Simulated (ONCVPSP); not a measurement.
sulfur (S): ONCV pseudisation with PBE, non-relativistic reference atom.

- Element: S
- Generator: ONCVPSP 4.0.1
- Type: optimised norm-conserving Vanderbilt (ONCV)
- Functional: PBE
- Relativity: non-relativistic
- Frozen core: [Ne]
- Valence charge: 6
- Reference configuration: 3s1 3p5
- Partial waves: 3s: rc 1.45 bohr, ncon 3, nbas 8, qcut 5.2 1/bohr, 1 projector; 3p: rc 1.20 bohr, ncon 5, nbas 9, qcut 7.3 1/bohr, 1 projector; d scattering state at 0.23 Ha: rc 1.30 bohr, ncon 4, nbas 7, qcut 6.9 1/bohr, 1 projector
- Local potential: polynomial inside 0.80 bohr (lpopt 5, dvloc0 0 Ha)
- Core correction: Teter function fitted to the true core (icmod 2), fcfact 0.35

Calculated quality:

| Item | Value |
| --- | --- |
| Cutoffs needed | 92 Ha and 173 Ha (the cutoffs (Ha) at which the residual kinetic energy of the hardest occupied pseudo-wave falls to 1 and 0.1 mHa per electron) |
| Ghost test | ghosts flagged at negative energy: s at -18.5 eV; no localised positive-energy state flagged; a true bound ghost makes a file unfit for plane-wave use |
| Configuration tests | 4 of 4 tests not solved or not reliable |
| rms error of d²Exc/dni dnj | 1.67 mHa without and 0.64 mHa with the model core |

Generation and tests took about 1.5 s on one core of a shared server CPU.
